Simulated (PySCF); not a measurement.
Isomers of C3H10Si. Method used: PBE0-D3(BJ)/def2-SVP geometry optimisation, gas phase (PySCF 2.14.0). One conformer each; no zero-point energy, no entropy. No frequencies were run at this level. Point groups hold within 0.08 Å.

**Question.** Rank from lowest to highest electronic energy at this level (kcal/mol).
A. trimethylsilane, `C[SiH](C)C`
B. `CC(C)[SiH3]`

**Answer.** A (0.0), B (20.2).

| SMILES | E (Eh) | E rel (kcal/mol) | dipole (D) | point group | A, B, C (MHz) |
| --- | --- | --- | --- | --- | --- |
| C[SiH](C)C | -409.41461 | 0.0 | 0.61 | C3v | 5281, 5275, 3124 |
| CC(C)[SiH3] | -409.38235 | 20.2 | 0.86 | Cs | 7382, 4115, 2971 |

**Question.** How do the relative energies change in single points at PBE0/pcSseg-1 (no added dispersion term) on the same geometries?

**Answer.** 
| SMILES | PBE0-D3(BJ)/def2-SVP (kcal/mol) | PBE0/pcSseg-1 (kcal/mol) | shift |
| --- | --- | --- | --- |
| C[SiH](C)C | 0.0 | 0.0 | 0.0 |
| CC(C)[SiH3] | 20.2 | 21.8 | +1.6 |

Each column counts from its own lowest isomer. The order is unchanged; the largest shift is 1.6 kcal/mol.
